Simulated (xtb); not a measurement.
Al(Cl)(Me)(Et) (C3H8AlCl), SMILES [Al]([CH3])([Cl])[CH2]C. All values are semi-empirical tight-binding results from xtb (GFN2-xTB unless named), good for trends rather than for accurate numbers. Coordinates come from a GFN2-xTB optimisation. Other conformers were not sampled.

Optimised geometry:

```xyz
13

Al     0.2873     0.4145     0.1832
Cl    -0.0313    -1.2904     1.2503
C      1.4922     1.7995     0.9576
H      2.5076     1.4151     1.1016
H      1.1493     2.1175     1.9483
H      1.5730     2.6971     0.3407
C     -0.6328     0.6411    -1.5944
C     -1.3081    -0.6422    -2.1051
H      0.0818     0.9965    -2.3485
H     -1.3898     1.4356    -1.5350
H     -2.0404    -1.0046    -1.3838
H     -0.5720    -1.4309    -2.2564
H     -1.8208    -0.4680    -3.0519
```
Charge 0, spin multiplicity 1.

For metal compounds this method's bond lengths and energies can be far off.

```
Item                                          Result
-------------------------------------  -------------
orbital gap                                  4.07 eV
zero-point energy                      61.9 kcal/mol
G − E(el) at 298.15 K (modified RRHO)  40.4 kcal/mol
```

Computed atomic charges and the Wiberg bond orders between heavy atoms:
charges (e) Al1 0.30, Cl2 -0.20, C3 -0.22, H4 0.06, H5 0.06, H6 0.05, C7 -0.15, C8 -0.09, H9 0.04, H10 0.04, H11 0.04, H12 0.04, H13 0.03. Bond orders Al1–Cl2 1.29, Al1–C3 1.02, Al1–C7 0.96, C7–C8 0.99.
